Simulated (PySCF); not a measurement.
How methods differ on the interval between two levels of Co³⁺

Co³⁺ [Ar] 3d6 [5D4, M_J = 4] → Co³⁺ [Ar] 3d5 4p1 [7P4, M_J = 4], as a difference of total energies. Calculation: PySCF 2.14, in x2c-TZVPall-2c with one added diffuse shell each of s, p, d type (7s8p5d1f, 63 functions); the two-component X2C-1e Hamiltonian. Correlated levels: [Ne] frozen. "Screened" scales the spin-orbit matrix elements by Boettger's factors to mimic the two-electron term; Breit and QED terms are absent.

```tsv
method	interval between two levels (cm⁻¹)
GHF (spin-free)	142930
GMP2 (spin-free)	151680
GHF (screened spin-orbit)	144070
GMP2 (screened spin-orbit)	152870
```

The labels give the starting determinants; with spin-orbit coupling the two ends relaxed to ⟨J²⟩ = 20.00, ⟨L²⟩ = 6.01, ⟨S²⟩ = 6.00 and ⟨J²⟩ = 20.00, ⟨L²⟩ = 2.00, ⟨S²⟩ = 12.00.
